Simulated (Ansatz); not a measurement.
Ansatz (a program for electronic structure) job for AsF₃, SMILES F[As](F)F (connectivity only; charge and spin as stated), charge -1, multiplicity 2, PBE-D3(BJ)/def2-SVPD. 

Ansatz 0.2 input:
```yaml
crystal:
  periodic: [false, false, false]
  atoms:
    - {symbol: F, position_ang: [-0.00000000, -0.00000000, 1.50063703]}
    - {symbol: As, position_ang: [-0.00000000, -0.00000000, -0.30885718]}
    - {symbol: F, position_ang: [0.00000000, 1.94541381, -0.18408035]}
    - {symbol: F, position_ang: [0.00000000, -1.94541380, -0.18408035]}
basis:
  gaussian:
    orbitals: def2-SVPD
hamiltonian:
  xc: pbe
  dispersion: d3bj
total_charge: -1
magnetization: {spin_polarized: true, initial_magnetization: 1}
relax: {f_tol: 0.002, max_steps: 200}
```

Program output:

```
WARN ansatz: RAYON_NUM_THREADS=1 ignored (pool sized by the plan → 1); use --threads N
Functional definition: PBE
integrals: 0.04 GiB planned
955 factors; their error is unknown
mean field: 0.35 GiB planned
mean field evaluation 1: about -68964.2648 eV, gradient 1.8e1 eV
mean field evaluation 2: about -68962.7491 eV, gradient 2.8e1 eV
mean field evaluation 4: about -68965.3675 eV, gradient 8.1e-1 eV
mean field evaluation 8: about -68965.3370 eV, gradient 5.1e-2 eV
mean field evaluation 16: about -68965.3370 eV, gradient 1.1e-5 eV
mean field -68965.33703034 eV, -2534.4293894806 hartree, gradient 9.8e-6 eV, S^2 0.752769; 0 other end points of the search recorded, 0 dependent functions left out
the calculation of the forces begins
reference -68965.33706500 eV, -2534.4293907544 hartree; 31, 30 occupied and 76, 77 virtual orbitals, 955 factors
relax step   1: F+E_penalty+E_count = -68965.38277883 eV  Δ(F+E_penalty+E_count) = +0.000e0 eV  max|allowed force component| = 4.991e-1 eV/Å  Δτ_max = 0.0000 Å  (31 SCF iters, accepted)
these checks for a lower state are left out or cut short: starts, cluster_reference, orbital_swaps, neighbouring_geometries, increment
integrals: 0.04 GiB planned
955 factors; their error is unknown
mean field: 0.35 GiB planned
mean field -68965.34876712 eV, -2534.4298207994 hartree, gradient 7.0e-5 eV, S^2 0.752747; 0 other end points of the search recorded, 0 dependent functions left out
the calculation of the forces begins
reference -68965.34880195 eV, -2534.4298220791 hartree; 31, 30 occupied and 76, 77 virtual orbitals, 955 factors
relax step   2: F+E_penalty+E_count = -68965.39437265 eV  Δ(F+E_penalty+E_count) = -1.159e-2 eV  max|allowed force component| = 2.595e-1 eV/Å  Δτ_max = 0.0175 Å  (29 SCF iters, accepted)
these checks for a lower state are left out or cut short: starts, cluster_reference, orbital_swaps, neighbouring_geometries, increment
integrals: 0.04 GiB planned
955 factors; their error is unknown
mean field: 0.35 GiB planned
mean field -68965.35375632 eV, -2534.4300041490 hartree, gradient 6.7e-5 eV, S^2 0.752729; 0 other end points of the search recorded, 0 dependent functions left out
the calculation of the forces begins
reference -68965.35379135 eV, -2534.4300054363 hartree; 31, 30 occupied and 76, 77 virtual orbitals, 955 factors
relax step   3: F+E_penalty+E_count = -68965.39917785 eV  Δ(F+E_penalty+E_count) = -4.805e-3 eV  max|allowed force component| = 8.410e-3 eV/Å  Δτ_max = 0.0247 Å  (30 SCF iters, accepted)
these checks for a lower state are left out or cut short: starts, cluster_reference, orbital_swaps, neighbouring_geometries, increment
integrals: 0.04 GiB planned
955 factors; their error is unknown
mean field: 0.35 GiB planned
mean field evaluation 32: about -68965.3538 eV, gradient 3.0e-5 eV
mean field -68965.35376762 eV, -2534.4300045641 hartree, gradient 3.3e-5 eV, S^2 0.752728; 0 other end points of the search recorded, 0 dependent functions left out
the calculation of the forces begins
reference -68965.35380265 eV, -2534.4300058517 hartree; 31, 30 occupied and 76, 77 virtual orbitals, 955 factors
relax step   4: F+E_penalty+E_count = -68965.39918286 eV  Δ(F+E_penalty+E_count) = -5.005e-6 eV  max|allowed force component| = 2.039e-4 eV/Å  Δτ_max = 0.0009 Å  (22 SCF iters, accepted)
integrals: 0.04 GiB planned
955 factors; their error is unknown
mean field: 0.35 GiB planned
mean field -68965.35376762 eV, -2534.4300045641 hartree, gradient 3.3e-5 eV, S^2 0.752728; 1 other end points of the search recorded, 0 dependent functions left out
the calculation of the forces begins
reference -68965.35380265 eV, -2534.4300058517 hartree; 31, 30 occupied and 76, 77 virtual orbitals, 955 factors
Total energy: -68965.39921789 eV, -2534.4316748310 hartree
Atom 0 at    -0.000000    -0.000000     1.543394 Å, force    -0.000000    -0.000000     0.000164 eV/Å
Atom 1 at    -0.000000     0.000000    -0.290780 Å, force    -0.000000     0.000000    -0.000204 eV/Å
Atom 2 at     0.000000     1.973313    -0.214497 Å, force     0.000000     0.000044     0.000020 eV/Å
Atom 3 at     0.000000    -1.973313    -0.214497 Å, force     0.000000    -0.000044     0.000020 eV/Å
Dipole moment:     0.000000    -0.000000    -0.256842 e Å
```

Self-consistency was reached.
